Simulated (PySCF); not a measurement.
# How methods differ on the excitation energy of Co

Co [Ar] 3d7 4s2 (4F) → Co [Ar] 3d6 4s2 5s1, s spin flipped, as a difference of total energies. Calculation: PySCF 2.14, in aug-cc-pVDZ-DK (7s6p4d2f, 59 functions); the spin-free X2C one-electron Hamiltonian (Gaussian nucleus). Correlated levels: valence: [Ar] frozen. The calculations carry no spin-orbit coupling.

```tsv
method	excitation energy (cm⁻¹)
UHF	67417
LDA	87645
PBE	86561
PBE0	83451
r2SCAN	86916
B97-3	84223
BP86	87817
MN15	83955
B2PLYP	82922
MP2 (valence)	80472
SCS-MP2 (valence)	80548
```

The upper determinant mixes two multiplicities, so it lies between the two terms.

The upper state lies above the first ionisation limit, where it may autoionise and the basis confines it. A Rydberg-like electron needs more diffuse functions than a valence basis has.

The promoted electron is Rydberg-like, and one or two diffuse shells describe it only roughly, which tends to raise the upper state.
